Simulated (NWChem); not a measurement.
System meant: C₂H₁₀OSi₂; SMILES C[SiH](C)[SiH2]O

NWChem input:

```
start job
memory heap 200 mb stack 900 mb global 1100 mb
geometry units angstroms noautoz
  C      1.318283     2.084250    -0.112646
  Si    -0.015146     0.844436     0.385655
  C     -1.699840     1.321366    -0.318677
  Si     0.525459    -1.341023    -0.302354
  O     -0.661440    -2.422370     0.191621
  H      1.433117     2.120199    -1.207400
  H      1.055734     3.096445     0.233864
  H      2.293706     1.819370     0.323523
  H     -0.117783     0.816736     1.886242
  H     -1.659978     1.387618    -1.417340
  H     -2.458039     0.567828    -0.055071
  H     -2.033364     2.295755     0.071720
  H      1.880489    -1.738975     0.212014
  H      0.561102    -1.448367    -1.791844
  H     -0.853798    -2.422420     1.133746
end
basis spherical
  C library def2-svp
  Si library def2-svp
  O library def2-svp
  H library def2-svp
end
dft
  odft
  mult 2
  xc xpbe96 cpbe96
  iterations 150
  mulliken
end
task dft energy
```

End of the output:

```
 ==============================================================================
                                 internuclear angles
 ------------------------------------------------------------------------------
        center 1       |       center 2       |       center 3       |  degrees
 ------------------------------------------------------------------------------
    2 Si               |   1 C                |   6 H                |   110.95
    2 Si               |   1 C                |   7 H                |   110.62
    2 Si               |   1 C                |   8 H                |   111.30
    6 H                |   1 C                |   7 H                |   107.91
    6 H                |   1 C                |   8 H                |   108.02
    7 H                |   1 C                |   8 H                |   107.92
    1 C                |   2 Si               |   3 C                |   111.47
    1 C                |   2 Si               |   4 Si               |   111.74
    1 C                |   2 Si               |   9 H                |   108.88
    3 C                |   2 Si               |   4 Si               |   109.30
    3 C                |   2 Si               |   9 H                |   108.42
    4 Si               |   2 Si               |   9 H                |   106.86
    2 Si               |   3 C                |  10 H                |   110.80
    2 Si               |   3 C                |  11 H                |   110.64
    2 Si               |   3 C                |  12 H                |   111.20
   10 H                |   3 C                |  11 H                |   107.75
   10 H                |   3 C                |  12 H                |   108.14
   11 H                |   3 C                |  12 H                |   108.19
    2 Si               |   4 Si               |   5 O                |   110.45
    2 Si               |   4 Si               |  13 H                |   110.66
    2 Si               |   4 Si               |  14 H                |   111.32
    5 O                |   4 Si               |  13 H                |   111.46
    5 O                |   4 Si               |  14 H                |   105.30
   13 H                |   4 Si               |  14 H                |   107.50
    4 Si               |   5 O                |  15 H                |   115.43
 ------------------------------------------------------------------------------
                            number of included internuclear angles:         25
 ==============================================================================

 Summary of "ao basis" -> "" (spherical)
 ------------------------------------------------------------------------------
       Tag                 Description            Shells   Functions and Types
 ---------------- ------------------------------  ------  ---------------------
 C                          def2-svp                 6       14   3s2p1d
 Si                         def2-svp                 8       18   4s3p1d
 O                          def2-svp                 6       14   3s2p1d
 H                          def2-svp                 3        5   2s1p

  pbe96 is a nonlocal functional; adding pw91lda local functional.

                                 NWChem DFT Module
                                 -----------------

 Summary of "ao basis" -> "ao basis" (spherical)
 ------------------------------------------------------------------------------
       Tag                 Description            Shells   Functions and Types
 ---------------- ------------------------------  ------  ---------------------
 C                          def2-svp                 6       14   3s2p1d
 Si                         def2-svp                 8       18   4s3p1d
 O                          def2-svp                 6       14   3s2p1d
 H                          def2-svp                 3        5   2s1p

  number of electrons :                   58
  multiplicity        :                    2
 ------------------------------------------------------------------------
  no. of electrons and multiplicity not compatible                  58
 ------------------------------------------------------------------------
 ------------------------------------------------------------------------
  current input line :
    33: task dft energy
 ------------------------------------------------------------------------
 ------------------------------------------------------------------------
 There is an error in the input file
 ------------------------------------------------------------------------
 For more information see the NWChem manual at https://nwchemgit.github.io

0: no. of electrons and multiplicity not compatible:Received an Error in Communication
```

Find the fault in this run and fix the input.

The program refused the input. Cause: the multiplicity doesn't fit the number of electrons (an even count wants an odd multiplicity, and the reverse). This input runs:
```
start job
memory heap 200 mb stack 900 mb global 1100 mb
geometry units angstroms noautoz
  C      1.318283     2.084250    -0.112646
  Si    -0.015146     0.844436     0.385655
  C     -1.699840     1.321366    -0.318677
  Si     0.525459    -1.341023    -0.302354
  O     -0.661440    -2.422370     0.191621
  H      1.433117     2.120199    -1.207400
  H      1.055734     3.096445     0.233864
  H      2.293706     1.819370     0.323523
  H     -0.117783     0.816736     1.886242
  H     -1.659978     1.387618    -1.417340
  H     -2.458039     0.567828    -0.055071
  H     -2.033364     2.295755     0.071720
  H      1.880489    -1.738975     0.212014
  H      0.561102    -1.448367    -1.791844
  H     -0.853798    -2.422420     1.133746
end
basis spherical
  C library def2-svp
  Si library def2-svp
  O library def2-svp
  H library def2-svp
end
dft
  xc xpbe96 cpbe96
  iterations 150
  mulliken
end
task dft energy
```
It converges to -735.67848 Ha (PBE/def2-SVP).
